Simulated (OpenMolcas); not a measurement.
## Fe3+ in a ligand field

Fe3+ with 6 ligands (oxide) in octahedral coordination (Oh) at 2.02 Å. A charge of +1.5 e stands 2.4 Å behind each ligand. Ligand basis ANO-RCC-VDZP.

```yaml
Program: OpenMolcas 26.06
Method: CASSCF
Basis: ANO-RCC-VTZP [6s5p3d2f1g]
Scalar_Hamiltonian: DKH2, point nucleus
Active_space: 5 electrons in 5 orbitals (3d)
State_averaging: 2S+1 = 6 even, 1 root; 2S+1 = 4 even, 24 roots; 2S+1 = 2 even, 75 roots
Spin-orbit_coupling: state interaction with AMFI integrals over the reference wave functions
```

The lowest spin-free states (labels of O, the rotations of Oh), above the lowest:

| State | Degeneracy | E (cm-1) |
| --- | --- | --- |
| 6A1 | 1 | 0.0 |
| 4T1 | 3 | 28070 |
| 4T2 | 3 | 32768 |
| 4A1 | 1 | 33891 |
| 4E | 2 | 34199 |
| 2T2 | 3 | 38604 |
| 4T2 | 3 | 40945 |
| 4E | 2 | 42207 |
| 2T1 | 3 | 43443 |
| 2A2 | 1 | 43907 |
| 4T1 | 3 | 45339 |
| 2T2 | 3 | 45510 |
| 2E | 2 | 47170 |
| 2A1 | 1 | 48064 |
| 2T2 | 3 | 51325 |
| 2E | 2 | 52491 |
| 2T1 | 3 | 53402 |
| 4A2 | 1 | 54882 |
| 2T2 | 3 | 56405 |
| 2T1 | 3 | 58447 |

The lowest levels with spin-orbit coupling:

```json
{"E (cm-1)": "0.0", "Degeneracy": "6", "Label": "", "2S+1": "6", "g": ""}
{"E (cm-1)": "27983", "Degeneracy": "2", "Label": "Γ7", "2S+1": "4", "g": "2.39 2.39 2.39"}
{"E (cm-1)": "28009", "Degeneracy": "4", "Label": "Γ8", "2S+1": "4", "g": ""}
{"E (cm-1)": "28095", "Degeneracy": "4", "Label": "Γ8", "2S+1": "4", "g": ""}
{"E (cm-1)": "28161", "Degeneracy": "2", "Label": "Γ6", "2S+1": "4", "g": "2.94 2.94 2.94"}
{"E (cm-1)": "32627", "Degeneracy": "2", "Label": "Γ7", "2S+1": "4", "g": "2.05 2.05 2.05"}
{"E (cm-1)": "32701", "Degeneracy": "4", "Label": "Γ8", "2S+1": "4", "g": ""}
{"E (cm-1)": "32838", "Degeneracy": "2", "Label": "Γ6", "2S+1": "4", "g": "3.57 3.57 3.57"}
{"E (cm-1)": "32849", "Degeneracy": "4", "Label": "Γ8", "2S+1": "4", "g": ""}
{"E (cm-1)": "33886", "Degeneracy": "4", "Label": "Γ8", "2S+1": "4", "g": ""}
{"E (cm-1)": "34194", "Degeneracy": "2", "Label": "Γ7", "2S+1": "4", "g": "2.04 2.04 2.04"}
{"E (cm-1)": "34199", "Degeneracy": "4", "Label": "Γ8", "2S+1": "4", "g": ""}
{"E (cm-1)": "34206", "Degeneracy": "2", "Label": "Γ6", "2S+1": "4", "g": "1.74 1.74 1.74"}
{"E (cm-1)": "38169", "Degeneracy": "2", "Label": "Γ7", "2S+1": "2", "g": "2.63 2.63 2.63"}
{"E (cm-1)": "38850", "Degeneracy": "4", "Label": "Γ8", "2S+1": "2", "g": ""}
{"E (cm-1)": "40695", "Degeneracy": "4", "Label": "Γ8", "2S+1": "4", "g": ""}
{"E (cm-1)": "40730", "Degeneracy": "2", "Label": "Γ6", "2S+1": "4", "g": "1.98 1.99 1.99"}
{"E (cm-1)": "41072", "Degeneracy": "4", "Label": "Γ8", "2S+1": "4", "g": ""}
{"E (cm-1)": "41244", "Degeneracy": "2", "Label": "Γ7", "2S+1": "4", "g": "3.66 3.66 3.66"}
{"E (cm-1)": "42134", "Degeneracy": "2", "Label": "Γ7", "2S+1": "4", "g": "2.11 2.11 2.11"}
```

Powder χT (cm3 K/mol): 4.39 at 2 K, 4.39 at 10 K, 4.39 at 50 K, 4.39 at 100 K, 4.39 at 200 K, 4.39 at 300 K. The effective moment at 300 K is 2.828 √(χT) = 5.92 μB.

The lowest level has 2S+1 = 6, for which the spin-only value is χT = S(S+1) / 2 = 4.375 cm3 K/mol (g = 2). The computed 4.385 at 300 K differs by +0.010, little more than the free-electron g of 2.0023 accounts for.

Metal share of the active 3d orbitals (Löwdin): 91, 91, 98, 98, 98 %; Mulliken charge of the metal 0.50.

A least-squares ligand-field fit to the states below 45000 cm-1, each weighted by its degeneracy and with a free common offset, gives 10Dq = 8414 cm-1, B = 1234 cm-1 and C = 4317 cm-1 (C/B = 3.50), with an rms deviation of 214 cm-1.

The same method and metal basis give the free ion B = 1296 cm-1 (fit to its terms below 60000 cm-1, rms deviation 21 cm-1), so the nephelauxetic ratio is β = 1234 / 1296 = 0.95; it hangs on how both fits weigh the states, and computed free-ion B values tend to be too large, so β mixes covalency with correlation.

Without dynamic correlation the repulsion within the d shell is too large (B by tens of per cent), so at a given field states of lower spin stand too high. The oxide ions are held by bare point charges, a crude embedding. Ligand-to-metal charge-transfer states are missing. With no ligand orbital active B as a rule stays too high, so bands that hang on it stand too high and its fall with covalency is understated. With metal d orbitals alone and no dynamic correlation the field as a rule comes out too small, by tens of per cent, by up to half for chloride and softer ligands. No measured value stands beside these numbers; the geometry is a model, was not optimised and need not be the one that this ion takes.
